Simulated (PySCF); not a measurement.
Numbering as in the mapped SMILES `[O:1]=[C:2]=[C:3]([CH2:4][Cl:5])[CH2:6][CH2:7][SiH3:8]`. Each H is labelled by its parent atom.

Fast rotation and ring inversion assumed for equivalent nuclei, single conformer, no solvent, non-relativistic. Shielding tensors at PBE0/pcSseg-1 (GIAO); structure optimised with GFN2-xTB; PySCF 2.14.

References, each an isolated molecule treated in the same way: $^{13}$C (σ = 186.93 ppm) and $^{1}$H (σ = 31.72 ppm) and $^{29}$Si (σ = 349.16 ppm) against TMS; $^{17}$O (σ = 336.08 ppm) vs H2O; $^{35}$Cl (σ = 949.78 ppm) vs HCl.

```json
{"atoms": "H(C7)", "nucleus": "$^{1}$H", "count": "2", "δ (ppm)": "0.90"}
{"atoms": "C3", "nucleus": "$^{13}$C", "count": "1", "δ (ppm)": "?"}
{"atoms": "H(C4)", "nucleus": "$^{1}$H", "count": "2", "δ (ppm)": "4.56"}
{"atoms": "C2", "nucleus": "$^{13}$C", "count": "1", "δ (ppm)": "205.4"}
{"atoms": "Cl5", "nucleus": "$^{35}$Cl", "count": "1", "δ (ppm)": "155"}
{"atoms": "O1", "nucleus": "$^{17}$O", "count": "1", "δ (ppm)": "398.7"}
{"atoms": "Si8", "nucleus": "$^{29}$Si", "count": "1", "δ (ppm)": "?"}
{"atoms": "H(Si8)", "nucleus": "$^{1}$H", "count": "3", "δ (ppm)": "?"}
{"atoms": "C7", "nucleus": "$^{13}$C", "count": "1", "δ (ppm)": "?"}
{"atoms": "H(C6)", "nucleus": "$^{1}$H", "count": "2", "δ (ppm)": "2.21"}
{"atoms": "C4", "nucleus": "$^{13}$C", "count": "1", "δ (ppm)": "51.8"}
{"atoms": "C6", "nucleus": "$^{13}$C", "count": "1", "δ (ppm)": "27.0"}
```

Q: Fill in the missing shifts.

A: 
- C3: 38.7 ppm, terminal carbon of a ketene
- C7: 12.8 ppm, sp3 CH2 bonded to Si
- H(Si8): 3.87 ppm, hydrogen on a silicon bonded to C
- Si8: -71.3 ppm, silicon bonded to C, 3 H

Carbons that carry Cl, above all several Cl atoms, come out too deshielded, partly because spin–orbit coupling is missing. Shifts are as computed. Against solution values, carbons near 30 ppm lie about +3 ppm off and those near 130 ppm about +5 ppm; carbons on Cl a further +6 ppm. Of 1211 compounds with measured shifts, 218 miss one by over three times the rms of a fit or turn the order of signals round; such compounds aren't used in these exercises. Unscaled 17O shifts of doubly bonded oxygen tend to come out too high, by tens of ppm or more. Experimental scales use liquid or dissolved standards, which lie at an offset from isolated H2O (liquid H2O: subtract about 36 ppm).
